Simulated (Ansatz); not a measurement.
Species: C3H9In, SMILES `[CH3][In]([CH3])[CH3]` (charge 0, multiplicity 1).

Problem. Give a relaxed geometry from PBE0-D4/def2-TZVP run with Ansatz (a program for electronic structure).

Solution. the end point of this relaxation (outside a Z-matrix the atoms follow the SMILES, hydrogens last).
Z-matrix (Å, degrees):
```
In
C 1 2.1628
H 2 1.0905 1 111.88
H 2 1.0923 3 108.94 1 122.32
H 2 1.0933 3 108.46 4 116.60
C 1 2.1638 2 121.06 3 -8.43
H 6 1.0905 1 111.82 2 -4.09
H 6 1.0925 7 108.83 1 122.06
H 6 1.0930 7 108.58 8 116.58
C 1 2.1647 2 119.95 3 171.83
H 10 1.0905 1 111.85 2 -4.67
H 10 1.0925 11 108.82 1 122.03
H 10 1.0930 11 108.58 12 116.56
```
